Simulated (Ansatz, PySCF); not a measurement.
Isomers of C2H2S. Isolated molecules, 0 K electronic values unless said otherwise. Strings in code marks are SMILES.

Quantity: electronic energy of isomers of C2H2S relative to `C=C=S`, in kcal/mol.

Level 1: frozen-core MP2/cc-pVQZ // PBE0-D3(BJ)/def2-TZVP (Ansatz, a quantum-chemistry and plane-wave program)
Level 2: B3LYP/6-31G* // PBE0-D3(BJ)/def2-TZVP (PySCF)
Level 3: SVWN5/6-31G* // PBE0-D3(BJ)/def2-TZVP (PySCF)
Level 4: frozen-core MP2/6-31G* // PBE0-D3(BJ)/def2-TZVP (PySCF)

| species | level 1 | level 2 | level 3 | level 4 |
|---|---|---|---|---|
| `C#CS` | 14.7 | 24.5 | 27.1 | 20.5 |
